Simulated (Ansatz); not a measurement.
```xyz
11

C    -0.6368    1.0086   -1.2828
Si   -0.4446    0.5500    0.5252
Ge    0.9395   -1.3679    0.7879
H    -1.2743    1.8890   -1.3909
H    -1.0893    0.1887   -1.8448
H     0.3335    1.2329   -1.7311
H    -1.7757    0.2627    1.1294
H     0.1599    1.6809    1.2835
H     2.3426   -1.1151    0.2049
H     0.3413   -2.5801    0.0495
H     1.1039   -1.7495    2.2692
```

The species carries charge 0 and has multiplicity 1.

Problem. List the ωB97M-V/def2-TZVPP orbital energies in eV (Ansatz 0.2.0). (Estimate.)

Solution. The calculation gave: Occupied: -10866.16, -1806.85, -1362.04, -1209.76, -1209.76, -1209.76, -281.18, -173.79, -147.94, -123.03, -123.03, -123.02, -102.06, -102.05, -102.03, -35.84, -35.84, -35.80, -35.76, -35.76, -22.49, -18.54, -16.47, -14.16, -14.06, -12.08, -12.01, -11.40, -11.36, -10.00. Lowest empty: 1.88, 2.35, 2.56, 2.87, 3.15, 3.72, 3.89, 4.44.
